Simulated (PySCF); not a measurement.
## Spinor energies of Yb⁴³⁺ (ytterbium, charge +43)

Start: [Ar] 3d9; 3d3/2 filled at m_j = -1/2, +1/2, +3/2; 3d5/2 filled at m_j = -5/2, -3/2, -1/2, +1/2, +3/2, +5/2. Calculated with PySCF 2.14 in an uncontracted even-tempered set (16 s from 9.8 bohr⁻², ratio 2.8; 13 p from 13 bohr⁻², ratio 2.8; 8 d from 13 bohr⁻², ratio 2.8; 3 f from 48 bohr⁻², ratio 3): generalised Hartree-Fock with the X2C-1e Hamiltonian and a Gaussian nucleus; one run each with spin-orbit coupling (SO) screened by Boettger's factors, then bare. This is a chosen level, not necessarily the ground level.

```csv
spinor shell,electrons,"ε, screened SO (eV)","ε, bare SO (eV)",weight of nominal j (bare SO),"rms radius, bare SO (bohr)"
1s1/2,2,-63810.4,-63809.7,1.000,0.0223
2s1/2,2,-12695.0,-12694.9,1.000,0.0899
2p1/2,2,-12196.6,-12222.5,1.000,0.0764
2p3/2,4,-11143.0,-11134.4,1.000,0.0836
3s1/2,2,-4417.9,-4417.9,1.000,0.226
3p1/2,2,-4198.3,-4204.2,1.000,0.217
3p3/2,4,-3962.5,-3960.6,1.000,0.230
3d3/2,3,-3619.5,-3625.1,0.999,0.201
3d5/2,6,-3567.7,-3564.3,0.999,0.205
```

```tsv
quantity	screened SO	bare SO
E (hartree)	-12775.82632	-12776.49172
M_J	3/2	3/2
⟨J²⟩	3.750	3.750
⟨L²⟩	6.047	6.051
⟨S²⟩	0.797	0.800
```

Each row is a mean over spinors that exchange with the open shell spreads, by up to 22.822 eV (3p1/2).

Breit and QED terms are absent; they matter most for the inner s and p1/2 levels.

Densities and radii are taken from the X2C orbitals without a picture-change correction, which distorts them close to the nucleus.
